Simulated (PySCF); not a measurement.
H₅O₃PSi, SMILES O[Si](O)(O)P.

Geometry optimised at B3LYP-D3(BJ)/def2-SVP. This is a generated structure with no PubChem entry under its InChIKey; it may be hypothetical. Other conformers were not sampled.

Two levels are set side by side: TDA-PBE/def2-SVPD (PySCF) and TDA-B3LYP/def2-SVPD (PySCF). Vertical, same geometry. The lowest singlet is HOMO→LUMO 99 % with PBE and HOMO→LUMO 98 % with the other functional; states are paired by order. Differences are taken from unrounded values.

| quantity | TDA-B3LYP | TDA-PBE | TDA-PBE minus TDA-B3LYP |
|---|---|---|---|
| lowest singlet excitation (eV) | 6.08 | 5.59 | -0.49 |
| lowest triplet excitation (TDA) (eV) | 5.74 | 5.43 | -0.31 |
| first bright state (f over 0.05) (eV) | 6.08 | 5.59 | -0.49 |
| its oscillator strength | 0.07 | 0.06 | -0.01 |

Functionals without exact exchange tend to place singlet excitations lower, as here. Differences between two approximate levels are no errors against the true value.

Rough cost on one machine, each run with all the roots and properties that it gave: TDA-B3LYP against TDA-PBE about 2 times.
